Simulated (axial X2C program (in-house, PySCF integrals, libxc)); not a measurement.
## Low determinants of SnP⁺ at the PBE0 level, scalar-relativistic

Computed with an axial X2C code built on PySCF integrals. Spin-free means the one-electron spin-free X2C Hamiltonian. Basis: Sn dyall-cv3z [11s12p9d4f1g], P dyall-v3z [8s7p2d1f] (cores contracted in-house); Gaussian nuclei, density fitting, unrestricted open shells. Masses: Sn 119.902 u, P 30.974 u.

Search at 2.523 Å (vertical energies from the lowest determinant):

| ΔE (eV) | state | electrons beyond evenly filled partner blocks | electrons in σ, π, δ, φ |
| --- | --- | --- | --- |
| 0.00 | M_S = 1, Λ = 0 | π+α, π-α | 30 26 8 0 |
| 0.76 | M_S = 1, Λ = 1 | σα, π+α, π+β, π-α | 29 27 8 0 |
| 0.86 | M_S = 0, Λ = 0 | π+β, π-α | 30 26 8 0 |
| 0.86 | M_S = 0, Λ = 2 | π+α, π+β | 30 26 8 0 |
| 1.00 | M_S = 0, Λ = 1 | σβ, π+α, π+β, π-α | 29 27 8 0 |
| 1.73 | M_S = 2, Λ = 1 | σα, 2 × π+α, π-α | 29 27 8 0 |
| 2.40 | M_S = 1, Λ = 1 | σβ, 2 × π+α, π-α | 29 27 8 0 |

Lowest determinant, M_S = 1, Λ = 0 (beyond evenly filled blocks: π+α, π-α): Re = 2.511 Å, ωe = 335.2 cm⁻¹.

The determinant in row 2 of the search, M_S = 1, Λ = 1 (beyond evenly filled blocks: σα, π+α, π+β, π-α), was followed along the bond at PBE0; measured from the minimum of the lowest determinant it gives:

Te = 0.655 eV (5280 cm⁻¹), Re = 2.367 Å, ωe = 359.0 cm⁻¹.

Problem. Compare the bond of the determinant in row 2 with that of the lowest one.

Solution. At PBE0 its Re is 0.144 Å shorter and its force constant, which goes as ωe², is 1.15 times that of the lowest determinant. This determinant mixes spin states, so it has no term energy of its own.

The search compares states at one distance, so a state with another bond length can lie lower; it is not exhaustive and yields mostly the lowest determinant of each block pattern, so other components and higher states of one pattern are missing. These are energies of single determinants, not of spin-adapted states; PBE0 term energies can be off by some tenths of an eV, and the functional has no current term. The lowest determinant need not be the ground state where others lie within half an eV. Row 2 is spin-contaminated (⟨S²⟩ = 2.05 against 2.00), so its values are not those of a pure state.
